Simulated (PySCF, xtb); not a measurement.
AlH3O2, SMILES [OH][AlH][OH]. The values are those of a single conformer.

Harmonic wavenumbers (cm⁻¹) from GFN2-xTB run with xtb 6.7.1 at its own minimum, in rising order: 203, 326, 418, 443, 459, 471, 657, 779, 977, 2046, 3781, 3783.

What does B3LYP-D3(BJ)/def2-TZVP in PySCF give at its own minimum? (The exact figures need the calculation; the answer reports its results.)

249, 305, 357, 516, 540, 610, 682, 804, 910, 2020, 3914, 3917. Paired by order, the mean absolute difference is 69 cm⁻¹ and the zero-point energies are 20.5 and 21.2 kcal/mol.
